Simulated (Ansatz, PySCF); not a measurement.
The pair A = SiH4 (SMILES [SiH4]) (first 5 atoms), B = CH3I (SMILES CI); geometry from B3LYP-D3(BJ)/def2-TZVP.
(charge 0, multiplicity 1):
```xyz
10

Si     0.142     0.045    -0.038
H      1.289    -0.857     0.196
H      0.231     1.220     0.857
H     -1.126    -0.672     0.220
H      0.156     0.509    -1.446
C     -1.921     0.355     3.337
I     -0.272    -0.950     3.809
H     -2.504    -0.130     2.562
H     -2.498     0.491     4.244
H     -1.500     1.291     2.987
```

Frozen-core correlation. Filled d and f shells under p-block atoms count as core. CBS(a, b) extrapolates the correlation energy as X⁻³ and adds the Hartree–Fock energy of set b. MP2 and its Hartree–Fock in def2-TZVPPD are density fitted.

Programs: Ansatz (a first-principles code); PySCF for the dispersion terms. Values without a source in brackets are computed. In def2 rows elements past Kr take small-core potentials, without spin–orbit coupling.

The monomers are drawn apart, rigid, along the line of their centres of mass. Counterpoise-corrected interaction energies (kcal/mol):

```csv
level,R = 5.534 Å,R = 7.133 Å
PBE-D3(BJ)/def2-TZVPPD,-0.5362,-0.0969
wB97M-V/def2-TZVPPD,-0.4154,-0.0833
"MP2/CBS(def2-SVPD, def2-TZVPPD) + ΔCCSD(T)/def2-SVPD",-0.3937,-0.0811
```

Q: R is the distance of the centres of mass. Find the local exponent m of E ∝ R⁻ᵐ between the two points.

A: 
m = ln(E₁/E₂)/ln(R₂/R₁): PBE-D3(BJ)/def2-TZVPPD 6.7; wB97M-V/def2-TZVPPD 6.3; MP2/CBS(def2-SVPD, def2-TZVPPD) + ΔCCSD(T)/def2-SVPD 6.2. For scale, two fixed dipoles give m = 3, dipole and quadrupole 4, quadrupoles 5, and dispersion or dipole-induced dipole 6 at long range; at these distances several terms mix, and what is left of overlap and damping shifts m, so it need not match one of them.
